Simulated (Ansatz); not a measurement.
Stepwise reaction of `C[Si](C)(Cl)Cl` with hydrogen sulfide, as a gas-phase model of exchange steps in deposition or etching. ΔE in kJ/mol; ΔG adds harmonic PBE0-D4 terms to CCSD(T)/CBS, at 1 bar.

Calculated with Ansatz (gas phase, PBE0-D4/def2-TZVP geometries, no zero-point term in ΔE). CBS: MP2 limit from def2 TZ/QZ plus the TZ coupled-cluster correction, frozen cores. This one scheme is used for every species. DFT in def2-TZVPP. B3LYP here is the variant with VWN-RPA as its local correlation; programs differ in this. Each species was taken in one conformer, which may not be the lowest.

```json
{"step": "2", "reaction": "`C[Si](C)(S)Cl` + H₂S → `C[Si](C)(S)S` + HCl", "PBE-D4": "39.7", "B3LYP-D4": "44.9", "ωB97M-V": "46.6", "CCSD(T)/CBS": "43.2", "ΔG(600 K)": "46.2"}
```

Task: Give the row of step 1, `C[Si](C)(Cl)Cl` + H₂S → `C[Si](C)(S)Cl` + HCl. (Estimate.)

Result: The calculation gave: 
```tsv
step	reaction	PBE-D4	B3LYP-D4	ωB97M-V	CCSD(T)/CBS	ΔG(600 K)
1	`C[Si](C)(Cl)Cl` + H₂S → `C[Si](C)(S)Cl` + HCl	37.5	42.8	44.6	41.9	41.0
```

Task: By hand: ΔE of the 2 steps together at CCSD(T)/CBS.

Result: (41.9) + (43.2) = 85.1 kJ/mol, or 42.5 kJ/mol a step.

In ΔE the steps differ by no more than 1.3 kJ/mol. All are uphill at CCSD(T)/CBS. ΔG lies between 41.0 and 46.2 kJ/mol a step. PBE-D4 differs from CCSD(T)/CBS by -4.4 to -3.5 kJ/mol a step. Only this route is followed, and other bonds may react first. Isolated molecules leave out the surface, adducts and barriers. Largest T1 diagnostic: 0.010.
